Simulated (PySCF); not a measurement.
TiF2I2, SMILES [Ti]([I])([F])([F])[I], multiplicity 1.

Geometry: B3LYP-D3(BJ)/def2-SVP. The multiplicity is an assumed one; no other spin state was optimised. The structure was generated by enumeration; whether it is a known compound was not checked. The def2 effective core potentials stand for the cores of I; spin–orbit coupling is left out.

Method: B3LYP-D3(BJ)/def2-SVP run with PySCF.

Frequencies are harmonic and unscaled.

| mode | ν (cm⁻¹) | IR (km/mol) | moving atoms (share of kinetic energy) |
|---|---|---|---|
| 1 | 65 | 0.0 | I 80 %, Ti 12 %, F 9 % |
| 2 | 133 | 1.6 | F 58 %, Ti 35 % |
| 3 | 137 | 0.0 | F 94 % |
| 4 | 146 | 0.0 | F 74 %, I 26 % |
| 5 | 176 | 0.6 | F 74 %, I 25 % |
| 6 | 274 | 16.8 | Ti 49 %, F 30 %, I 21 % |
| 7 | 351 | 109.5 | Ti 82 %, I 13 % |
| 8 | 787 | 181.9 | F 76 %, Ti 24 % |
| 9 | 831 | 135.2 | F 63 %, Ti 37 % |
